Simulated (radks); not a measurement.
Task: Valence configurations of Re III (all share [Xe]). Method: Dirac Kohn-Sham, PBE, spin-unpolarised, spherical densities, finite nucleus; open shells are shared between the two j in proportion to 2j + 1; Fermi nuclear charge, rms radius 5.3698 fm; computed with a radial shooting solver on a logarithmic mesh with Libxc functionals. Order these by energy: 4f11 5d6 6s1 6p1; 4f12 5d4.5 6s1 6p1.5; 4f13.5 5d5.5; 4f11 5d5 6s1 6p2; 4f14 5d4 6p1; 4f13 5d5 6p1; 4f12 5d5 6p2; 4f11 5d5.5 6s1 6p1.5; 4f14 5d5; 4f12 5d5 6s2.

Result: From the lowest, in eV above it: 4f14 5d5 0.000; 4f14 5d4 6p1 8.843; 4f13.5 5d5.5 19.699; 4f13 5d5 6p1 51.663; 4f12 5d5 6s2 100.95; 4f12 5d4.5 6s1 6p1.5 116.19; 4f12 5d5 6p2 116.76; 4f11 5d6 6s1 6p1 170.55; 4f11 5d5.5 6s1 6p1.5 178.73; 4f11 5d5 6s1 6p2 187.50. NIST lists [Xe] 4f14 5d5 as the ground configuration; this level of theory agrees among the configurations tried. The energies are those of spherical spin-averaged densities, not of single terms.
